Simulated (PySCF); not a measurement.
# Correlation energy of Co⁺ (cobalt, charge +1)

[Ar] 3d7 4s1, high-spin 5F determinant (an excited configuration). Calculation: PySCF 2.14, in ANO-RCC-VTZP (6s5p3d2f1g, 59 functions); scalar relativity by spin-free X2C-1e. Frozen: [Ne]; 16 electrons correlated.

MP2 pair energies summed by pair of shells (mhartree):

```json
{"pair": "3p-3d", "energy": "-186.85", "share (%)": "37.8"}
{"pair": "3d-3d", "energy": "-182.56", "share (%)": "37.0"}
{"pair": "3p-3p", "energy": "-60.30", "share (%)": "12.2"}
{"pair": "3s-3d", "energy": "-19.28", "share (%)": "3.9"}
{"pair": "3s-3p", "energy": "-18.36", "share (%)": "3.7"}
{"pair": "3d-4s", "energy": "-17.50", "share (%)": "3.5"}
{"pair": "3p-4s", "energy": "-5.41", "share (%)": "1.1"}
{"pair": "3s-3s", "energy": "-2.98", "share (%)": "0.6"}
{"pair": "3s-4s", "energy": "-0.45", "share (%)": "0.1"}
```

Total MP2 correlation energy: -493.69 mhartree.

Same-spin part -171.82 and opposite-spin part -321.88 mhartree; SCS-MP2 scales them by 1/3 and 6/5 to -443.52 mhartree.
